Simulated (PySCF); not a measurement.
# How methods differ on the ionisation energy of Pb⁴¹⁺

Pb⁴¹⁺ [Kr] 4d5 (6S) → Pb⁴²⁺ [Kr] 4d4 (5D), as a difference of total energies. All numbers are calculated (PySCF 2.14, no relativity, point nucleus, in an even-tempered Gaussian basis (18 s from 4.3 bohr⁻², ratio 2.5; 12 p from 5.6 bohr⁻², ratio 2.5; 9 d from 5.6 bohr⁻², ratio 2.5; 4 f from 26 bohr⁻², ratio 2.7; 3 g from 39 bohr⁻², ratio 2.7)). Correlated levels: outer shells: [Ar] 3d10 frozen; virtual orbitals above 40 to 60 times the deepest correlated orbital energy dropped. The calculations carry no spin-orbit coupling.

| method | ionisation energy (eV) |
| --- | --- |
| UHF | 2024.3 |
| LDA | 2024.0 |
| PBE | 2024.0 |
| PBE0 | 2024.5 |
| r2SCAN | 2025.1 |
| r2SCANh | 2025.2 |
| B2PLYP | 2024.2 |
| MP2 (outer shells) | 2024.0 |
| SCS-MP2 (outer shells) | 2023.8 |

Spin-orbit coupling is strong in these open shells (close to jj coupling). The scalar numbers leave it out and a first-order estimate fails, so it can dominate the gap to the real levels.

The gap to the reference is mostly relativistic.

For comparison: 2004 ± 4 eV (theoretical estimate listed by NIST; NIST Atomic Spectra Database, ionization energies).
